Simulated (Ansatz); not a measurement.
# Reading a saddle point

A first-order saddle point of BSiNH₈O, closed shell, PBE0-D4/def2-TZVP, with one imaginary mode of 1052i cm⁻¹:

```csv
atom,x (Å),y (Å),z (Å)
B1,0.8461,-0.7658,0.1495
N2,1.6892,0.3229,-0.5516
H3,1.3451,-1.2488,1.1287
H4,0.2742,-1.5131,-0.6067
H5,0.5532,0.9163,0.0287
O6,-0.2295,0.3837,0.6445
Si7,-1.8543,0.2896,0.2991
H8,2.5949,0.5284,-0.1559
H9,1.7560,0.2796,-1.5576
H10,-2.4933,1.5401,0.7771
H11,-2.0677,0.1503,-1.1648
H12,-2.4139,-0.8832,1.0088
```

Program: Ansatz 0.2.0. Basis: def2-TZVPP and def2-QZVPP. Cores are frozen in the correlated methods. Extrapolation: Hartree–Fock as exp(−7.88 √X), correlation as X^−2.97.

Task: Which contacts change along the imaginary mode, and what lies on either side? (Judge from chemistry; the calculation decides.)

Result: The calculation gives: The step is SiH₄O ([OH][SiH3]) + BNH₄ ([BH2][NH2]) → BSiH₅O ([BH2][O][SiH3]) + NH₃ (still joined by a long B–N bond), with the molecules in contact on both sides. Shortening one way: B1–O6, N2–H5; lengthening the same way: B1–N2, H5–O6.
```json
{"pair": "B1–O6", "one side (Å)": "3.57", "saddle (Å)": "1.65", "other side (Å)": "1.44"}
{"pair": "N2–H5", "one side (Å)": "2.12", "saddle (Å)": "1.41", "other side (Å)": "1.02"}
{"pair": "B1–N2", "one side (Å)": "1.39", "saddle (Å)": "1.55", "other side (Å)": "1.64"}
{"pair": "H5–O6", "one side (Å)": "0.97", "saddle (Å)": "1.13", "other side (Å)": "2.59"}
```

Task: Which side is lower, and how far does the saddle lie above each? (Judge from chemistry; the value comes from the calculation.)

Result: By the calculation: The side with B1–O6, N2–H5 short is lower by 0.558 eV; the saddle lies 1.248 eV above it and 0.690 eV above the other (CCSD(T) at an estimated basis limit (MP2 extrapolated from triple and quadruple zeta, plus CCSD(T) − MP2 in triple zeta); electronic energies).

No T1 diagnostic of these runs exceeds 0.013.

The step is the kind of ligand exchange by which a precursor binds to a hydroxyl group, or is hydrolysed, in atomic layer deposition of oxides.

Labels in which every atom is bracketed show which atoms are joined, not bond orders.

For scale, one of the runs: CCSD(T)/def2-TZVPP, 247 basis functions, launched by `ansatz run in.yaml --threads 4 --pin off --events-out ev --progress --plain --max-ram 9574MiB`. Time: 2.1 min of wall clock on 4 CPU threads of an Intel Xeon; the host was shared. Peak host memory: 5.1 GiB.
